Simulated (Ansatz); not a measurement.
Cost and result up the ladder for 1-ethyl-3-methylimidazolium iodide (C6H11IN2) (20 atoms). Charge 0, multiplicity 1. Geometry: PBE-D4/def2-SVP.

```xyz
20

C    -2.515   -0.934   -0.704
C    -1.504   -0.027   -1.400
N    -0.455    0.446   -0.492
C    -0.650    1.218    0.646
C     0.557    1.302    1.290
N     1.482    0.592    0.537
C     2.818    0.206    0.952
C     0.824   -0.013   -0.490
H    -3.252   -1.305   -1.444
H    -3.072   -0.392    0.087
H    -1.991   -1.799   -0.247
H    -0.989   -0.578   -2.211
H    -1.989    0.862   -1.857
H    -1.623    1.648    0.898
H     0.839    1.816    2.214
H     3.120    0.815    1.823
H     3.541    0.366    0.129
H     2.791   -0.879    1.213
H     1.307   -0.513   -1.331
I     0.763   -2.833    0.389
```

Ansatz on 4 threads of Arm Neoverse V2 on a shared host. Times are rough, and most runs start from the orbitals of an earlier one. ωB97X-V/def2-TZVP serves as the yardstick here, not as an exact answer. Differences are given only for rows in sets of like size (and for xTB, whose basis is part of the method), since another set adds its own error. Binding counts from free atoms at the same level (C triplet, N quartet, H doublet, I doublet; other spins of the atoms weren't run), without zero-point energy or a counterpoise term.

In the def2 sets I takes a core potential; there is no spin–orbit coupling. Correlated methods freeze 12 core orbitals; core or outer-core shells of I are correlated, in sets that lack core-valence functions. In the singlet geometry the species has come apart into loosely held pieces.

Correlated methods converge slowly with the basis.

| level | functions | wall time | binding energy per atom (eV) | difference from ωB97X-V/def2-TZVP (eV) |
| --- | --- | --- | --- | --- |
| PBE-D4/def2-SVP | 193 | 2.9 s | 4.36 | – |
| PBE0-D4/def2-SVP | 193 | 4.8 s | 4.27 | – |
| PBE-D4/def2-TZVP (with forces) | 364 | 6.5 s | 4.30 | 0.14 |
| r2SCAN-D4/def2-TZVP | 364 | 10 s | 4.17 | 0.00 |
| CAM-B3LYP-D4/def2-TZVP | 364 | 11 s | 4.18 | 0.01 |
| PBE0-D4/def2-TZVP | 364 | 12 s | 4.21 | 0.04 |
| MP2/def2-TZVP | 364 | 15 s | 4.09 | -0.08 |
| ωB97X-V/def2-TZVP (with forces) | 364 | 36 s | 4.17 | 0.00 |
